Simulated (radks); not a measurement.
In, configuration [Kr] 4d10 5s2 4f1 (not the ground configuration).

Calculated with a radial shooting solver on a logarithmic mesh with Libxc functionals: Dirac Kohn-Sham, PBE, spin-unpolarised, spherical densities, finite nucleus; open shells are shared between the two j in proportion to 2j + 1; Fermi nuclear charge, rms radius 4.6156 fm.

Energy parts (hartree):
part                        energy
total                  -5882.90821
kinetic                 6181.27908
electron-nucleus      -14266.15065
Hartree                 2361.73968
exchange-correlation    -159.77632

Orbitals (lengths in bohr, moments of r in powers of bohr; <r^-3> diverges for s and p1/2):
| orbital | occ. | eigenvalue (hartree) | <r^4> | <r^-3> | small-component weight |
|---|---|---|---|---|---|
| 1s1/2 | 2 | -1019.461 | 3.718e-06 | - | 3.23e-02 |
| 2s1/2 | 2 | -152.7805 | 0.0006502 | - | 6.82e-03 |
| 2p1/2 | 2 | -142.4926 | 0.0004205 | - | 6.84e-03 |
| 2p3/2 | 4 | -134.7431 | 0.0004910 | 4019 | 6.54e-03 |
| 3s1/2 | 2 | -29.16384 | 0.02952 | - | 1.95e-03 |
| 3p1/2 | 2 | -25.01167 | 0.02883 | - | 1.90e-03 |
| 3p3/2 | 4 | -23.61190 | 0.03258 | 739.4 | 1.82e-03 |
| 3d3/2 | 4 | -16.26840 | 0.02837 | 115.3 | 1.70e-03 |
| 3d5/2 | 6 | -15.98162 | 0.02948 | 108.0 | 1.68e-03 |
| 4s1/2 | 2 | -4.60502 | 0.9943 | - | 5.15e-04 |
| 4p1/2 | 2 | -3.24946 | 1.352 | - | 4.55e-04 |
| 4p3/2 | 4 | -3.00522 | 1.549 | 128.9 | 4.31e-04 |
| 4d3/2 | 4 | -0.91356 | 5.153 | 13.11 | 2.83e-04 |
| 4d5/2 | 6 | -0.88188 | 5.481 | 12.10 | 2.76e-04 |
| 4f5/2 | 0.428571 | -0.01594 | 143400 | 0.0003867 | 8.72e-07 |
| 4f7/2 | 0.571429 | -0.01594 | 143400 | 0.0003867 | 8.72e-07 |
| 5s1/2 | 2 | -0.48496 | 77.80 | - | 6.47e-05 |

The highest occupied level is 4f7/2 at -0.434 eV. Summed over all electrons, <r^2> = 366.2 bohr^2, which gives a Langevin (diamagnetic) susceptibility term of -290 x 10^-6 cm^3/mol. The electron density at the nucleus is 1.748e+05 e/bohr^3.
